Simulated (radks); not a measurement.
Removal energies from the gold ion Au10+, [Xe] 4f14 5d1, by Delta-SCF beside the eigenvalue of the level emptied. All-electron calculation, scalar-relativistic Kohn-Sham, r2SCAN, spin-polarised, spherical densities, finite nucleus; meta-GGA in the generalised Kohn-Sham scheme; Fermi nuclear charge, rms radius of each element as measured or else 0.836 A^(1/3) + 0.57 fm. Program: a radial shooting solver on a logarithmic mesh with Libxc functionals. Open shells are filled with parallel spins first.

5d: final configuration [Xe] 4f14; Delta-SCF (eV) 166.58; -eigenvalue (eV) 157.67
5p: final configuration [Kr] 4d10 4f14 5s2 5p5 5d1; Delta-SCF (eV) 232.46; -eigenvalue (eV) 222.21
4f: final configuration [Xe] 4f13 5d1; Delta-SCF (eV) 272.29; -eigenvalue (eV) 254.49
5s: final configuration [Kr] 4d10 4f14 5s1 5p6 5d1; Delta-SCF (eV) 286.94; -eigenvalue (eV) 275.87
